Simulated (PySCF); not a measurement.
**Two-component Hartree-Fock for Au⁺ (gold, charge +1)**

Start: [Xe] 4f14 5d10. Calculated with PySCF 2.14 in x2c-SVPall-2c with one added diffuse shell each of s, d type (8s9p10d2f, 99 functions): generalised Hartree-Fock with the X2C-1e Hamiltonian and a Gaussian nucleus; one run each with spin-orbit coupling (SO) switched off, then screened by Boettger's factors.

```json
{"spinor shell": "1s1/2", "electrons": "2", "ε, spin-free (eV)": "-81179.6", "ε, screened SO (eV)": "-81148.8", "weight of nominal j (screened SO)": "1.000", "rms radius, screened SO (bohr)": "0.0191"}
{"spinor shell": "2s1/2", "electrons": "2", "ε, spin-free (eV)": "-14482.0", "ε, screened SO (eV)": "-14472.4", "weight of nominal j (screened SO)": "1.000", "rms radius, screened SO (bohr)": "0.0769"}
{"spinor shell": "2p1/2", "electrons": "2", "ε, spin-free (eV)": "-12533.8", "ε, screened SO (eV)": "-13855.9", "weight of nominal j (screened SO)": "1.000", "rms radius, screened SO (bohr)": "0.0651"}
{"spinor shell": "2p3/2", "electrons": "4", "ε, spin-free (eV)": "-12533.8", "ε, screened SO (eV)": "-12014.5", "weight of nominal j (screened SO)": "1.000", "rms radius, screened SO (bohr)": "0.0731"}
{"spinor shell": "3s1/2", "electrons": "2", "ε, spin-free (eV)": "-3493.0", "ε, screened SO (eV)": "-3489.9", "weight of nominal j (screened SO)": "1.000", "rms radius, screened SO (bohr)": "0.196"}
{"spinor shell": "3p1/2", "electrons": "2", "ε, spin-free (eV)": "-2918.9", "ε, screened SO (eV)": "-3213.5", "weight of nominal j (screened SO)": "1.000", "rms radius, screened SO (bohr)": "0.188"}
{"spinor shell": "3p3/2", "electrons": "4", "ε, spin-free (eV)": "-2918.9", "ε, screened SO (eV)": "-2800.8", "weight of nominal j (screened SO)": "1.000", "rms radius, screened SO (bohr)": "0.204"}
{"spinor shell": "3d3/2", "electrons": "4", "ε, spin-free (eV)": "-2295.3", "ε, screened SO (eV)": "-2345.8", "weight of nominal j (screened SO)": "1.000", "rms radius, screened SO (bohr)": "0.180"}
{"spinor shell": "3d5/2", "electrons": "6", "ε, spin-free (eV)": "-2295.3", "ε, screened SO (eV)": "-2258.7", "weight of nominal j (screened SO)": "1.000", "rms radius, screened SO (bohr)": "0.183"}
{"spinor shell": "4s1/2", "electrons": "2", "ε, spin-free (eV)": "-801.30", "ε, screened SO (eV)": "-800.44", "weight of nominal j (screened SO)": "1.000", "rms radius, screened SO (bohr)": "0.432"}
{"spinor shell": "4p1/2", "electrons": "2", "ε, spin-free (eV)": "-609.82", "ε, screened SO (eV)": "-681.22", "weight of nominal j (screened SO)": "1.000", "rms radius, screened SO (bohr)": "0.438"}
{"spinor shell": "4p3/2", "electrons": "4", "ε, spin-free (eV)": "-609.82", "ε, screened SO (eV)": "-581.12", "weight of nominal j (screened SO)": "1.000", "rms radius, screened SO (bohr)": "0.471"}
{"spinor shell": "4d3/2", "electrons": "4", "ε, spin-free (eV)": "-374.72", "ε, screened SO (eV)": "-385.46", "weight of nominal j (screened SO)": "1.000", "rms radius, screened SO (bohr)": "0.487"}
{"spinor shell": "4d5/2", "electrons": "6", "ε, spin-free (eV)": "-374.72", "ε, screened SO (eV)": "-366.74", "weight of nominal j (screened SO)": "1.000", "rms radius, screened SO (bohr)": "0.496"}
{"spinor shell": "5s1/2", "electrons": "2", "ε, spin-free (eV)": "-135.94", "ε, screened SO (eV)": "-135.88", "weight of nominal j (screened SO)": "1.000", "rms radius, screened SO (bohr)": "1.00"}
{"spinor shell": "4f5/2", "electrons": "6", "ε, spin-free (eV)": "-111.69", "ε, screened SO (eV)": "-113.51", "weight of nominal j (screened SO)": "1.000", "rms radius, screened SO (bohr)": "0.544"}
{"spinor shell": "4f7/2", "electrons": "8", "ε, spin-free (eV)": "-111.69", "ε, screened SO (eV)": "-109.74", "weight of nominal j (screened SO)": "1.000", "rms radius, screened SO (bohr)": "0.546"}
{"spinor shell": "5p1/2", "electrons": "2", "ε, spin-free (eV)": "-83.044", "ε, screened SO (eV)": "-94.647", "weight of nominal j (screened SO)": "1.000", "rms radius, screened SO (bohr)": "1.13"}
{"spinor shell": "5p3/2", "electrons": "4", "ε, spin-free (eV)": "-83.044", "ε, screened SO (eV)": "-78.328", "weight of nominal j (screened SO)": "1.000", "rms radius, screened SO (bohr)": "1.17"}
{"spinor shell": "5d3/2", "electrons": "4", "ε, spin-free (eV)": "-20.951", "ε, screened SO (eV)": "-22.107", "weight of nominal j (screened SO)": "1.000", "rms radius, screened SO (bohr)": "1.65"}
```

Question: Where does 5d5/2 lie, and what is the 5d spin-orbit splitting (screened SO)?

Answer: At -20.216 eV, 1.891 eV above 5d3/2.

```json
{"quantity": "E (hartree)", "spin-free": "-18996.19889", "screened SO": "-19025.33010"}
{"quantity": "M_J", "spin-free": "0", "screened SO": "0"}
{"quantity": "⟨J²⟩", "spin-free": "0.000", "screened SO": "0.000"}
{"quantity": "⟨L²⟩", "spin-free": "0.000", "screened SO": "0.142"}
{"quantity": "⟨S²⟩", "spin-free": "0.000", "screened SO": "0.142"}
```

Breit and QED terms are absent; they matter most for the inner s and p1/2 levels.

Densities and radii are taken from the X2C orbitals without a picture-change correction, which distorts them close to the nucleus.

Without spin-orbit coupling the j labels of p, d and f shells carry no meaning; the spin-free column gives the mean over the occupied spinors of each nl shell.
